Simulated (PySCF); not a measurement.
Compound: C6H13FGe.
Atom-mapped SMILES: `[CH3:1][C@@:2]1([CH2:3][F:4])[CH2:5][CH2:6][GeH2:7][CH2:8]1` (hydrogens: H9, H10, H11 on C1; H12, H13 on C3; H14, H15 on C5; H16, H17 on C6; H18, H19 on Ge7; H20, H21 on C8)

Cartesian coordinates in Å at the PBE0-D3(BJ)/def2-SVP level; atoms count from 1:
```
atom  x, y, z in Å
C1    -1.282    1.237   -0.314
C2    -0.155    0.357    0.223
C3    -0.753   -0.704    1.142
F4    -1.406   -0.122    2.202
C5     0.583   -0.354   -0.933
C6     1.851   -1.075   -0.456
Ge7    2.511    0.086    1.001
C8     0.878    1.186    1.013
H9    -0.880    2.037   -0.955
H10   -1.837    1.703    0.512
H11   -1.995    0.648   -0.914
H12    0.026   -1.370    1.552
H13   -1.480   -1.322    0.585
H14   -0.106   -1.037   -1.461
H15    0.861    0.422   -1.666
H16    2.582   -1.199   -1.267
H17    1.635   -2.080   -0.063
H18    2.768   -0.683    2.312
H19    3.779    0.881    0.637
H20    0.506    1.433    2.018
H21    1.084    2.135    0.493
```

The calculation used PBE0-D3(BJ)/def2-SVP geometry optimisation, gas phase (PySCF).

Masses are those of the commonest isotopes; rigid-rotor values at the optimised geometry. The values belong to one conformer with, in the numbering `[CH3:1][C@@:2]1([CH2:3][F:4])[CH2:5][CH2:6][GeH2:7][CH2:8]1`, C1–C2–C3–F4 -60°, C1–C2–C5–C6 171°, C2–C5–C6–Ge7 -34°, C5–C6–Ge7–C8 9°, C6–Ge7–C8–C2 15°.

Question: What are A, B and C (GHz)?

Answer: Ia = 223.47, Ib = 532.22, Ic = 591.99 u·Å²; 505379 MHz·u·Å²/I gives 2261, 949.6 and 853.7 MHz, that is A = 2.2615, B = 0.9496, C = 0.8537 GHz.

Question: Classify the top.

Answer: An asymmetric top. Ray's parameter κ = (2B − A − C)/(A − C) = -0.864; −1 is the prolate and +1 the oblate limit.

Question: Is it planar, by Δ = Ic − Ia − Ib?

Answer: Not planar: Δ = Ic − Ia − Ib = -163.70 u·Å². For a rigid frame Δ = −2 Σ m c², so Σ m c² = 81.85 u·Å² lies off the ab plane: 24.97 from hydrogen and 56.88 from heavier atoms. The atom farthest from that plane is 2.07 Å away.

Question: List the rotational levels J(Ka,Kc) to J = 5 (cm⁻¹).

Answer: Above 0(0,0):
J = 1: 1(0,1) 0.0602, 1(1,1) 0.1039, 1(1,0) 0.1071
J = 2: 2(0,2) 0.1803, 2(1,2) 0.2210, 2(1,1) 0.2306, 2(2,1) 0.3619, 2(2,0) 0.3621
J = 3: 3(0,3) 0.3601, 3(1,3) 0.3966, 3(1,2) 0.4157, 3(2,2) 0.5423, 3(2,1) 0.5432, 3(3,1) 0.7692, 3(3,0) 0.7692
J = 4: 4(0,4) 0.5990, 4(1,4) 0.6304, 4(1,3) 0.6624, 4(2,3) 0.7828, 4(2,2) 0.7853, 4(3,2) 1.0102, 4(3,1) 1.0102, 4(4,1) 1.3274, 4(4,0) 1.3274
J = 5: 5(0,5) 0.8965, 5(1,5) 0.9225, 5(1,4) 0.9703, 5(2,4) 1.0832, 5(2,3) 1.0889, 5(3,3) 1.3114, 5(3,2) 1.3116, 5(4,2) 1.6285, 5(4,1) 1.6285, 5(5,1) 2.0364, 5(5,0) 2.0364
Those of J = 1 are B + C, A + C and A + B.

Question: Predict some low-J microwave lines.

Answer: The dipole components are |μa| = 0.40 D, |μb| = 1.59 D, |μc| = 0.33 D. The squared components, which scale the intensities, stand as 0.06 : 1.00 : 0.04 (a : b : c). Some lines, for components of 0.1 D or more:

```csv
type,branch,"J(Ka,Kc)",MHz,lower level (cm⁻¹)
c,Q,"2(1,2) ← 2(0,2)",1221,0.180
b,R,"3(1,2) ← 2(2,1)",1615,0.362
b,Q,"4(1,3) ← 4(0,4)",1900,0.599
a,R,"2(1,2) ← 1(1,1)",3511,0.104
b,R,"4(1,3) ← 3(2,2)",3599,0.542
b,Q,"4(2,2) ← 4(1,3)",3685,0.662
c,Q,"3(2,2) ← 3(1,2)",3795,0.416
b,Q,"2(2,0) ← 2(1,1)",3941,0.231
b,Q,"3(2,2) ← 3(1,3)",4370,0.397
b,Q,"4(2,3) ← 4(1,4)",4568,0.630
b,R,"2(1,2) ← 1(0,1)",4823,0.060
c,R,"2(1,1) ← 1(0,1)",5110,0.060
a,R,"3(1,2) ← 2(1,1)",5550,0.231
b,Q,"4(3,1) ← 4(2,2)",6742,0.785
c,Q,"3(3,1) ← 3(2,1)",6777,0.543
c,R,"3(1,2) ← 2(0,2)",7059,0.180
a,R,"4(2,3) ← 3(2,2)",7209,0.542
a,R,"4(3,2) ← 3(3,1)",7223,0.769
a,R,"4(2,2) ← 3(2,1)",7259,0.543
a,R,"4(1,3) ← 3(1,2)",7394,0.416
b,R,"4(1,4) ← 3(0,3)",8106,0.360
b,R,"3(2,2) ← 2(1,1)",9346,0.231
c,R,"3(2,1) ← 2(1,1)",9371,0.231
c,Q,"4(4,1) ← 4(3,1)",9509,1.010
b,Q,"4(4,0) ← 4(3,1)",9509,1.010
b,R,"3(2,1) ← 2(1,2)",9658,0.221
b,R,"3(3,0) ← 2(2,1)",12212,0.362
b,R,"4(3,1) ← 3(2,2)",14026,0.542
```

Question: Estimate the classical rotational partition function at 10 K, 25 K and 200 K.

Answer: Point group C1, symmetry number σ = 1; q = (√π/σ)·√((kT/h)³/(ABC)), k/h = 20836.6 MHz/K: 3940 at 10 K, 15600 at 25 K, 352000 at 200 K.

Not checked by PBE0-D3(BJ)/def2-SVP frequencies. Constants of a rigid frame at the computed geometry: no zero-point averaging, no centrifugal distortion. A rigid rotor knows nothing of internal rotation, which can split or shift real lines.
